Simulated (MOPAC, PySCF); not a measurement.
CH4B2O, SMILES `COB=B` (B–B–O–C torsion 1°), neutral singlet in the gas phase. 

Cartesian coordinates (Å):
```xyz
8

B      2.3629     0.0859     0.0513
B      0.9693    -0.3767    -0.3076
O     -0.2440    -0.7544    -0.6083
C     -1.4214     0.0322    -0.3290
H      3.4679     0.3790     0.2988
H     -2.0760    -0.5641     0.3041
H     -1.1428     0.9604     0.1695
H     -1.9158     0.2375    -1.2768
```
Charge 0, spin multiplicity 1.

All levels are single points at this geometry (B3LYP-D3(BJ)/def2-TZVP); Pople sets use spherical d functions. Orbital energies aren't observables, and empty levels follow the basis.

```tsv
level	HOMO (eV)	LUMO (eV)	gap (eV)	dipole (D)	vertical IE, Delta-SCF (eV)
B3LYP-D3(BJ)/def2-TZVP in PySCF	-4.80	-3.16	1.64	2.72	7.21
B3LYP/3-21G in PySCF	-4.47	-2.81	1.65	3.14	–
B3LYP/6-311+G** in PySCF	-4.82	-3.20	1.63	2.74	–
HF/6-31G* in PySCF	-6.75	1.46	8.21	2.72	5.82
AM1 in MOPAC	-6.34	0.51	6.85	1.43	–
PM7 in MOPAC	-7.80	-0.99	6.81	2.67	–
```
